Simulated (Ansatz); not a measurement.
`CC(C)[O][Ge][O]C(C)C` + `[OH][Sn][SH]` → `CC(C)[O][Sn][SH]` + `CC(C)[O][Ge][OH]`  (substitution at a C–O bond)

Computed with Ansatz on PBE0-D4/def2-TZVP structures; ΔE is electronic, products minus reactants. CCSD(T)/CBS is the MP2 limit (def2-TZVPP, def2-QZVPP) plus CCSD(T) − MP2 in def2-TZVPP, frozen cores. Functionals use def2-TZVPP. def2 core potentials past Kr. For Ge, Sn outer-core shells are correlated without core-valence functions, which leaves a few kJ/mol of doubt a bond. Scalar relativity is left out up to krypton. Each species was taken in one conformer, which may not be the lowest.

`CC(C)[O][Ge][O]C(C)C`:

Z-matrix (Å, degrees):
```
C
C 1 1.514
H 1 1.093 2 110.6
H 1 1.092 2 110.6 3 -120.2
H 1 1.093 2 110.3 3 120.1
O 2 1.424 1 107.7 3 178.7
C 2 1.516 1 112.4 3 -60.4
H 2 1.096 1 109.5 3 60.2
Ge 6 1.771 2 127.8 1 -150.2
H 7 1.092 2 110.4 1 178.3
H 7 1.093 2 110.2 1 -61.4
H 7 1.093 2 110.7 1 58.5
O 9 1.795 6 97.7 2 -0.8
C 13 1.417 9 121.3 6 178.7
C 14 1.515 13 109.0 9 -118.7
C 14 1.515 13 108.9 9 118.6
H 14 1.103 13 109.9 9 -0.1
H 15 1.093 14 110.9 13 -179.8
H 15 1.093 14 110.0 13 -59.7
H 15 1.092 14 110.7 13 59.8
H 16 1.092 14 110.7 13 -60.0
H 16 1.093 14 110.0 13 59.5
H 16 1.093 14 110.9 13 179.6
```

`[OH][Sn][SH]`:

```xyz
5

O     0.699    1.270   -0.589
Sn    0.725   -0.595   -1.243
S    -0.697   -1.634    0.466
H     0.195    1.466    0.204
H    -0.922   -0.507    1.162
```

`CC(C)[O][Sn][SH]`:

```xyz
14

C     0.986   -1.077   -0.414
C    -0.484   -0.890   -0.088
C    -0.703   -0.330    1.305
O    -1.129   -0.100   -1.066
Sn   -1.014    1.735   -1.755
S     0.798    2.644   -0.365
H     1.102   -1.483   -1.421
H     1.526   -0.128   -0.358
H     1.451   -1.772    0.291
H    -0.971   -1.873   -0.140
H    -1.771   -0.212    1.501
H    -0.288   -1.002    2.060
H    -0.220    0.645    1.418
H     0.718    3.843   -0.967
```

`CC(C)[O][Ge][OH]`:

Z-matrix (Å, degrees):
```
C
C 1 1.517
H 1 1.095 2 110.3
H 1 1.091 2 110.4 3 119.7
H 1 1.093 2 111.0 3 -119.9
C 2 1.518 1 111.9 3 59.2
O 2 1.416 1 109.8 3 -66.9
H 2 1.098 1 108.4 3 178.3
H 6 1.093 2 110.8 1 -178.4
H 6 1.092 2 110.4 1 61.9
H 6 1.094 2 111.3 1 -57.6
Ge 7 1.797 2 127.8 1 90.1
O 12 1.778 7 93.8 2 -177.0
H 13 0.965 12 111.0 7 0.4
```

```json
{"level": "PBE0-D4", "ΔE (eV)": "0.03"}
{"level": "SCS-MP2/def2-TZVPP", "ΔE (eV)": "0.07"}
```

Q: What does CCSD(T)/CBS give? (Estimate.)

A: Computed: +0.03 eV. The listed levels differ from it by 0.00, 0.04 eV.

Largest T1 diagnostic among the species: 0.017.

The D4 term adds −0.06 eV with B3LYP and −0.03 eV with PBE0; it sums over pairs of atoms, weighted by their polarisabilities, and B3LYP, whose exchange is more repulsive, gets the larger term. In def2-TZVPP, CCSD(T) changes the Hartree–Fock value by −0.08 eV (the triples alone add −0.02 eV) and MP2 by −0.09 eV.

B3LYP here is the variant with VWN-RPA as its local correlation; programs differ in this.
